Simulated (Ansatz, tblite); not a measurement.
Forces on `CO[Si](CCC(F)(F)C(F)(F)C(F)(F)C(F)(F)F)(OC)OC` at its PBE-D4/def2-SVP geometry. Total charge 0; singlet.

The xTB rows come from tblite. Single mean-field runs in def2-TZVP are fitted with def2-universal-jkfit.

GFN2-xTB (tblite), largest force 1.78 eV/Å:

```xyz
35
positions Å, forces eV/Å
C    -0.390    1.928   -3.456    0.235    0.163   -0.457
O    -0.992    1.421   -2.278    0.519    0.648    0.684
Si   -0.621    1.878   -0.719   -1.500    0.618   -0.744
C     0.853    0.967   -0.012    0.776   -0.084    0.450
C     0.602   -0.543    0.088   -0.541   -0.258   -0.220
C     1.790   -1.282    0.674    0.223    0.248    0.074
F     2.917   -1.035   -0.070   -0.331   -0.039    0.480
F     2.053   -0.855    1.947    0.094   -0.159   -0.515
C     1.661   -2.838    0.714    0.120   -0.092   -0.005
F     1.622   -3.293   -0.566    0.140    0.019    0.506
F     2.765   -3.345    1.322   -0.341   -0.031   -0.395
C     0.398   -3.385    1.453   -0.063    0.236    0.020
F    -0.681   -3.218    0.644    0.317    0.049    0.439
F     0.193   -2.689    2.599   -0.139   -0.199   -0.504
C     0.478   -4.900    1.827    0.049   -0.084   -0.049
F     1.336   -5.092    2.839   -0.475   -0.062   -0.538
F     0.873   -5.626    0.768   -0.225    0.235    0.681
F    -0.740   -5.319    2.209    0.709    0.048   -0.178
O    -1.906    1.432    0.245    0.371    0.391   -0.866
C    -3.264    1.724   -0.047   -0.464    0.068   -0.064
O    -0.380    3.533   -0.786    0.043   -0.741    0.480
C    -0.041    4.352    0.317    0.131    0.372    0.421
H    -1.024    1.654   -4.325    0.215    0.081    0.566
H    -0.289    3.035   -3.426   -0.101   -0.672    0.102
H     0.622    1.491   -3.622   -0.595    0.198    0.244
H     1.087    1.375    0.994   -0.066   -0.387   -0.526
H     1.740    1.170   -0.647   -0.441   -0.251    0.385
H    -0.286   -0.742    0.719    0.448    0.249   -0.234
H     0.390   -0.978   -0.910    0.156    0.304    0.414
H    -3.905    1.180    0.677    0.466    0.215   -0.312
H    -3.481    2.812    0.046    0.264   -0.597   -0.054
H    -3.540    1.404   -1.075    0.288    0.168    0.596
H    -0.050    5.412   -0.011   -0.049   -0.600    0.003
H    -0.764    4.246    1.157    0.369   -0.058   -0.555
H     0.977    4.127    0.711   -0.606    0.005   -0.328
```

HF/def2-TZVP (Ansatz), largest force 2.23 eV/Å:

```
C 0.192 0.195 -0.495
O 0.808 0.765 1.038
Si -1.398 0.643 -0.652
C 0.625 0.494 0.133
C -0.610 -0.451 -0.183
C 1.169 0.356 0.360
F -1.366 -0.355 1.086
F -0.179 -0.559 -1.674
C 0.953 -0.510 -0.484
F 0.162 0.544 1.798
F -1.510 0.596 -0.949
C -1.020 0.487 0.274
F 1.489 -0.233 1.246
F 0.162 -1.034 -1.663
C -0.039 -1.158 0.308
F -1.458 0.173 -1.662
F -0.675 1.084 1.830
F 2.030 0.572 -0.578
O 0.581 0.798 -1.246
C -0.507 0.066 -0.074
O -0.050 -1.417 0.797
C 0.136 0.415 0.421
H 0.490 0.200 0.821
H -0.145 -0.991 0.041
H -0.890 0.315 0.246
H -0.203 -0.292 -0.768
H -0.655 -0.159 0.478
H 0.794 0.188 -0.474
H 0.220 0.343 0.786
H 0.629 0.439 -0.592
H 0.293 -0.920 -0.041
H 0.316 0.233 0.904
H -0.024 -0.958 0.195
H 0.562 0.020 -0.788
H -0.879 0.112 -0.439
```

PBE-D4/def2-TZVP (Ansatz), largest force 0.69 eV/Å:

```
C 0.299 0.246 -0.484
O 0.026 0.057 0.680
Si -0.450 0.269 -0.208
C 0.199 0.161 0.075
C -0.248 -0.131 -0.102
C -0.247 0.032 -0.116
F 0.172 0.024 -0.070
F 0.087 0.083 0.155
C -0.023 0.087 0.054
F 0.042 -0.056 -0.148
F 0.131 -0.063 0.026
C 0.024 0.016 -0.031
F -0.120 0.002 -0.049
F -0.065 0.026 0.109
C 0.031 0.077 -0.043
F 0.062 -0.081 0.110
F 0.018 -0.116 -0.063
F -0.127 -0.080 0.068
O 0.623 0.092 -0.261
C -0.561 0.155 -0.159
O -0.112 -0.660 -0.173
C 0.154 0.332 0.528
H 0.140 0.058 0.282
H -0.050 -0.311 0.010
H -0.289 0.097 0.086
H -0.071 -0.072 -0.251
H -0.231 -0.029 0.145
H 0.236 0.054 -0.145
H 0.051 0.106 0.241
H 0.225 0.131 -0.184
H 0.098 -0.294 -0.010
H 0.096 0.068 0.285
H -0.015 -0.316 0.039
H 0.173 0.005 -0.252
H -0.278 0.030 -0.147
```
